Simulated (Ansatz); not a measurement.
Cost and result for the atomization energy of `[NH2][AlH][SiH]([SiH3])Cl` (12 atoms, 11 bonds).

```xyz
12

N    -2.222    0.839   -0.322
Al   -0.699    1.566   -0.843
Si    1.315    0.251   -0.350
Si    0.920   -1.535    1.109
Cl    1.977   -0.560   -2.161
H    -3.135    1.237   -0.477
H    -2.306   -0.049    0.146
H    -0.739    2.958   -1.597
H     2.456    1.048    0.186
H    -0.247   -2.323    0.625
H     0.585   -0.992    2.456
H     2.095   -2.438    1.226
```

Total charge 0; spin multiplicity 1. The geometry is a stationary point of PBE0-D4/def2-TZVP. It is one conformer, not always the lowest. Program: Ansatz. All runs use 4 threads of an AMD EPYC 7B13 on a shared host. Times are those of one run each, without the atoms' runs, and a repeat can differ threefold. Electronic energies, without spin–orbit coupling; frozen cores. CCSD(T)/CBS adds CCSD(T) − MP2 in def2-TZVPP to the MP2 limit, and its time is that of the two runs behind it. T1 = 0.012. B3LYP takes the VWN-RPA correlation (the form of Gaussian; ORCA's B3LYP/G).

CCSD(T)/CBS is a level of theory with its own doubt, some kJ/mol a heavy atom from the limit and from the frozen cores, so smaller differences don't rank the functionals.

```
                             level  functions  wall time
   PBE-D4/def2-TZVPP (with forces)        297      2.9 s
                PBE0-D4/def2-TZVPP        297      4.2 s
r2SCAN-D4/def2-TZVPP (with forces)        297      4.9 s
 B3LYP-D4/def2-TZVPP (with forces)        297      6.5 s
                 B2PLYP/def2-TZVPP        297        7 s
                ωB97X-V/def2-TZVPP        297        9 s
  ωB97M-V/def2-TZVPP (with forces)        297       13 s
                    MP2/def2-QZVPP        547       24 s
                CCSD(T)/def2-TZVPP        297    2.8 min
                 CCSD(T)/CBS(def2)          –    3.2 min
```

Problem. What atomization energy does each give, and how far from CCSD(T)/CBS? (Best estimate.)

Solution. Ansatz gave: 
```csv
level,atomization (kJ/mol),difference from CCSD(T)/CBS,per bond
PBE-D4/def2-TZVPP (with forces),3597.6,-13.3,-1.2
PBE0-D4/def2-TZVPP,3568.7,-42.2,-3.8
r2SCAN-D4/def2-TZVPP (with forces),3602.7,-8.2,-0.7
B3LYP-D4/def2-TZVPP (with forces),3595.9,-15.0,-1.4
B2PLYP/def2-TZVPP,3540.0,-70.9,-6.5
ωB97X-V/def2-TZVPP,3638.5,27.6,2.5
ωB97M-V/def2-TZVPP (with forces),3607.9,-3.0,-0.3
MP2/def2-QZVPP,3570.2,-40.7,-3.7
CCSD(T)/def2-TZVPP,3496.8,-114.1,-10.4
CCSD(T)/CBS(def2),3610.9,0.0,0.0
```

In def2-TZVPP, CCSD(T) changes the Hartree–Fock value by +857.3 kJ/mol (the triples alone add +45.2 kJ/mol) and MP2 by +862.5 kJ/mol; breaking electron pairs costs correlation energy, which Hartree–Fock lacks. From PBE to PBE0 (25 % exact exchange), in def2-TZVPP and without D4, the atomization energy moves by −24.9 kJ/mol: exact exchange takes away binding that semilocal exchange gives to molecules. The D4 term adds +50.1 kJ/mol with B3LYP and +26.9 kJ/mol with PBE0; it sums over pairs of atoms, weighted by their polarisabilities, and B3LYP, whose exchange is more repulsive, gets the larger term.
